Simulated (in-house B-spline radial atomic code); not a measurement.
How numerical settings move a run on Mn⁴⁺, [Ar] 3d3. Computed with an all-electron radial atomic-structure program (B-spline basis): scalar-relativistic (X2C) r2SCAN, spherical fractional occupations, Fermi nucleus of rms radius 3.7057 fm.

Command:
```bash
python run_scf.py task.json out
```
Settings of the sound reference run:
```
Z                25
electrons        21
configuration    [Ar] 3d3
hamiltonian      x2c
method           r2scan
spin_polarised   False
nucleus          fermi
rms_radius       3.7057
mass_number      55
atomic_mass      54.93804
speed_of_light   137.036
knot_spacing     0.22
spline_order     8
gauss_points     12
box_radius       12.77
max_iterations   70
damping          0.5
damped_steps     3
diis_vectors     10
tolerance        1e-08
start            Thomas-Fermi
```

Run time, properties included: 0.19 s on 1 thread of Intel(R) Xeon(R) 6975P-C, with other jobs on the host.

It converges in 8 iterations to -1154.353007 hartree, with 3d at -60.4056 eV. The other runs change the listed settings, some to values that make no sense; their results aren't properties of the atom or ion. Radii are in bohr (the nuclear one in fm), a minus after a letter asks for a j subshell, and «unchanged» means within 1e-8 hartree. The run stops when the residual is below 10 × tolerance × max(1, Z/10), or a noise floor if that is larger, and the energy moves by less than 1e-8 × √|E| hartree; so very loose and very tight tolerances often act alike.

```tsv
changed settings	outcome
diis_vectors = 1	converged in 14 iterations, energy unchanged, 3d level -1.6e-05 eV
first_knot = 0.012	converged in 8 iterations, energy +4.65e-03 hartree from the reference, 3d level -1.7e-04 eV
knot_spacing = 2	converged in 8 iterations, energy +7.36e+01 hartree from the reference, 3d level -2.7e+00 eV (the program warns: 1s reaches the box edge; 2s reaches the box edge)
electrons = 24, configuration = [Ar] 3d3 4s3, max_iterations = 50	stopped with error: shell 4s holds at most 2 electrons
first_knot = 4e-06	converged in 8 iterations, energy -3.39e-05 hartree from the reference, 3d level -2.4e-05 eV
knot_spacing = 1	converged in 8 iterations, energy +4.35e+00 hartree from the reference, 3d level +2.9e-02 eV (the program warns: 1s reaches the box edge; 2s reaches the box edge)
first_knot = 4e-05	converged in 8 iterations, energy +5.73e-06 hartree from the reference, 3d level -1.0e-04 eV
knot_spacing = 0.15	converged in 8 iterations, energy -7.63e-05 hartree from the reference, 3d level +6.9e-05 eV
spline_order = 4, gauss_points = 8, first_knot = 0.004, max_iterations = 50, diis_vectors = 2	converged in 8 iterations, energy +1.26e-03 hartree from the reference, 3d level -2.2e-04 eV
first_knot = 0.004, max_iterations = 12, tolerance = 1e-05	converged in 5 iterations, energy -2.46e-03 hartree from the reference, 3d level +7.2e-04 eV
first_knot = 0.12	converged in 8 iterations, energy +7.38e-01 hartree from the reference, 3d level -7.3e-03 eV
electrons = 29, configuration = [Ar] 3d11, max_iterations = 50	stopped with error: shell 3d holds at most 10 electrons
knot_spacing = 0.4	converged in 8 iterations, energy +3.38e-04 hartree from the reference, 3d level -3.4e-04 eV
knot_spacing = 1.4	converged in 7 iterations, energy +2.03e+01 hartree from the reference, 3d level +2.5e-02 eV (the program warns: 1s reaches the box edge; 2s reaches the box edge)
first_knot = 0.004	converged in 8 iterations, energy -2.46e-03 hartree from the reference, 3d level -9.8e-05 eV
diis_vectors = 2	converged in 8 iterations, energy unchanged, 3d level +7.2e-06 eV
spline_order = 5, gauss_points = 16, max_iterations = 50	converged in 8 iterations, energy -1.22e-05 hartree from the reference, 3d level +5.3e-05 eV
knot_spacing = 0.1	converged in 8 iterations, energy -8.85e-05 hartree from the reference, 3d level +5.8e-05 eV
```

**Question.** What happens with max_iterations = 8, tolerance = 1e-13?

**Answer.** Converged in 8 iterations, energy unchanged.

**Question.** What happens with diis_vectors = 0?

**Answer.** Converged in 15 iterations, energy unchanged, 3d level -1.9e-06 eV.

**Question.** What happens with first_knot = 0.04?

**Answer.** Converged in 8 iterations, energy +8.21e-02 hartree from the reference, 3d level -7.4e-04 eV.

**Question.** What happens with first_knot = 0.0004?

**Answer.** Converged in 8 iterations, energy +9.17e-05 hartree from the reference, 3d level +2.5e-06 eV.
